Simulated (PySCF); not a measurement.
A calculated (MN15, PySCF 2.14, x2c-SVPall, scalar relativity by spin-free X2C-1e) atom or ion has these occupied shells.

```csv
shell,electrons,orbital energy (eV),"rms radius, mean of both spins (bohr)"
1s α,1,-15018.1,0.0464
1s β,1,-15018.1,0.0464
2s β,1,-1991.9,0.193
2s α,1,-1991.9,0.193
2p β,3,-1784.5,0.171
2p α,3,-1784.5,0.171
3s α,1,-294.16,0.551
3s β,1,-294.15,0.551
3p β,3,-227.82,0.562
3p α,3,-227.82,0.562
3d β,5,-110.63,0.581
3d α,5,-110.63,0.581
4s α,1,-36.106,1.59
4s β,1,-35.996,1.59
4p α,3,-19.321,1.87
4p β,3,-19.214,1.87
5s α,1,-3.008,5.64
```

**Question.** Name the element and its charge.

**Answer.** Rb (rubidium, neutral), in [Kr] 5s1, 2S determinant.
